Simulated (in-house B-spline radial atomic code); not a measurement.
## Response and correlation of Tm39+

Closed shell [Ar] 3d10 4s2. Computed with a B-spline radial code for spherical atoms: Dirac-Hartree-Fock, relativistic RPA (time-dependent Dirac-Hartree-Fock) for the response and second-order many-body perturbation theory for correlation, no-pair Dirac-Coulomb Hamiltonian, finite nucleus.

Command:
```bash
python run_mb.py task.json out
```
Settings (nuclear radius in fm, box in bohr, cutoff in hartree):
```
basis_form          2
Z                   69
core_configuration  [Ar] 3d10 4s2
rms_radius          5.2256
mass_number         169
speed_of_light      137.036
box_radius          2.353
lmax                7
intervals           56
virtual_cutoff      119025.0
```

Cost of the run: 6 s on 1 thread of Intel(R) Xeon(R) Platinum 8488C, on a shared host.

| multipole (bohr³, bohr⁵, bohr⁷) | uncoupled | coupled RPA |
| --- | --- | --- |
| dipole | 0.0452 | ? |
| quadrupole | 0.0034574 | 0.0037772 |
| octupole | 0.00053371 | 0.00056891 |

Question: What is the coupled dipole polarisability?

Answer: 0.048751 atomic units, +8 % against the uncoupled value.

Question: Which subshells carry the dipole polarisability?

Answer: 4s1/2 96.9 %, 3d5/2 1.5 %, 3d3/2 0.9 %.

Question: What does the dipole shielding factor come to?

Answer: The dipole shielding factor is 0.434, against the exact N/Z = 30/69 = 0.435 of the non-relativistic theorem.

Dipole polarisability at imaginary frequency:

| u (Eh) | α(iu) (bohr³) |
| --- | --- |
| 0 | 0.04875 |
| 12.6 | 0.009613 |
| 37.9 | 0.003412 |
| 75.9 | 0.00178 |
| 126 | 0.0009399 |
| 253 | 0.0003167 |
| 506 | 9.369e-05 |
| 1260 | 1.692e-05 |

Question: What dispersion coefficients follow for two such ions (the dispersion part alone)?

Answer: C6 = (3/π)∫α(iu)²du = 0.01003 hartree·bohr⁶ and C8 = 0.005721 hartree·bohr⁸.

Lowest J = 1 odd-parity excitations:

| energy (eV) | oscillator strength | leading channel | weight |
| --- | --- | --- | --- |
| 78.916 | 0.122 | 4s1/2 → p1/2 | 0.981 |
| 159.82 | 1.06 | 4s1/2 → p3/2 | 0.979 |
| 809.93 | 0.181 | 4s1/2 → p1/2 | 0.999 |
| 842.77 | 0.224 | 4s1/2 → p3/2 | 0.999 |
| 1170.1 | 0.0569 | 4s1/2 → p1/2 | 0.999 |
| 1188 | 0.0813 | 4s1/2 → p3/2 | 0.999 |
| 1385.9 | 0.111 | 3d3/2 → p1/2 | 0.97 |
| 1388 | 0.0502 | 4s1/2 → p1/2 | 0.98 |

Second-order correlation energy by the highest angular momentum of the excited pair (hartree): s -0.02562, p -0.2589, d -0.508, f -0.6337, g -0.1967, h -0.08475, i -0.03826, k -0.01937.

Question: What is the second-order correlation energy at the partial-wave limit?

Answer: The listed waves sum to -1.7653 hartree; extrapolating the increments as (l + 1/2)⁻⁴ gives -1.8049 hartree, -1.64 eV per electron.
